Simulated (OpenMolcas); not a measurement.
**A ladder of methods for BGeH5 (SMILES [BH2][GeH3])**

BGeH5 has 7 atoms, charge 0, and is taken as a singlet. SMILES: `[BH2][GeH3]`. Geometry: relaxed at PBE0-D4/def2-TZVP.

```xyz
7

B     0.0075   -1.2198    0.2681
Ge    0.0489    0.7861   -0.1834
H    -1.0444   -1.7846    0.3128
H     0.9977   -1.8493    0.4886
H    -0.6011    1.0197   -1.5622
H    -0.7998    1.5662    0.8407
H     1.4525    1.4137   -0.2103
```

Each level gives the dipole moment (D). The values are calculated.

| level | kind | program | value (D) | CPU time |
| --- | --- | --- | --- | --- |
| HF/aug-cc-pVDZ | Hartree–Fock | OpenMolcas | 0.65 | 24 s |
| PBE/aug-cc-pVDZ | GGA | OpenMolcas | 0.38 | 61 s |
| revPBE/aug-cc-pVDZ | GGA | OpenMolcas | 0.40 | 60 s |
| M06-L/aug-cc-pVDZ | meta-GGA | OpenMolcas | 0.34 | 81 s |
| TPSS/aug-cc-pVDZ | meta-GGA | OpenMolcas | 0.47 | 78 s |
| r2SCAN/aug-cc-pVDZ | meta-GGA | OpenMolcas | 0.44 | 74 s |
| B3LYP/aug-cc-pVDZ | global hybrid | OpenMolcas | 0.49 | 59 s |
| BHLYP/aug-cc-pVDZ | global hybrid | OpenMolcas | 0.55 | 51 s |

All-electron rows without a relativistic Hamiltonian named are non-relativistic. The values span 0.34 to 0.65 D. Magnitudes only: a small dipole may point the other way at some levels. CPU times are rough (shared hosts, several kinds of processor): they show what a rung costs within a factor of a few.
